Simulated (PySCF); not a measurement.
Static response to an electric field

Compound: C6H7BN2.
Cartesian coordinates in Å at the PBE0-D3(BJ)/def2-SVP level; atoms count from 1:
```xyz
16
C6H7BN2 angstrom
C      3.269   -1.293   -0.118
C      2.828   -0.030   -0.226
C      1.462    0.351   -0.147
C      0.295    0.711   -0.086
B     -1.149    1.189    0.004
C     -1.461    2.715   -0.031
N     -1.702    3.849   -0.059
N     -2.227    0.315    0.119
C     -2.175   -1.124    0.166
H      4.336   -1.518   -0.187
H      2.581   -2.126    0.041
H      3.547    0.783   -0.385
H     -3.159    0.712    0.179
H     -2.602   -1.511    1.105
H     -2.732   -1.575   -0.672
H     -1.130   -1.453    0.101
```

Level: wB97X-D/def2-SVPD (PySCF), static field, nuclei fixed, core orbitals frozen in the response. The polarisability tensor in these axes (au):

```
x   139.65 -23.03  -3.61
y   -23.03 117.10  -1.69
z    -3.61  -1.69  62.87
```

Give the principal values, the mean and the anisotropy Δα = √{½[(α1 − α2)² + (α2 − α3)² + (α1 − α3)²]}.

Principal values 62.54, 103.02 and 154.07 au; mean 106.54 au = 15.79 Å³ = 17.57 × 10⁻⁴⁰ C²·m²/J; Δα = 79.44 au (75 % of the mean).

What is the dipole moment, and where does it point?

(0.54, -5.41, 0.21) D, 5.44 D in size, pointing from the negative to the positive side. Measured along this direction, the outermost atoms are N7 at the negative end and H11 at the positive end.

Rayleigh depolarisation ratio (linearly polarised light, static tensor)?

ρ = 3Δα²/(45ᾱ² + 4Δα²) = 18933.4/(510808 + 25244.5) = 0.0353.

Refractivity n − 1 of an ideal gas of it at 273.15 K and 1 atm, from the electronic α?

N = p/kT = 2.6868 × 10¹⁹ cm⁻³, so n − 1 = 2π × N × 15.79 × 10⁻²⁴ cm³ = 2665 × 10⁻⁶ at long wavelengths, for an ideal gas.

Traceless (Buckingham) quadrupole moment about the centre of nuclear charge: eigenvalues?

-19.58, -3.31, 22.89 D·Å. The values depend on the origin, since the dipole doesn't vanish. The electronic extent ⟨r²⟩ about the same centre is 1776 bohr², a root-mean-square distance of 2.83 Å for the 62 electrons.

In a dilute gas of rigid molecules at 400 K, how does the orientational term μ²/3kT compare with the electronic polarisability?

In Gaussian units μ²/3kT = 178.61 Å³ against 15.79 Å³, a ratio of 11.31; the Debye molar polarisation (4π/3)N_A(α + μ²/3kT) is 490.4 cm³/mol, leaving out the vibrational part.

One conformer (not necessarily the lowest) at the PBE0-D3(BJ)/def2-SVP geometry, without solvent, vibrations or thermal averaging.
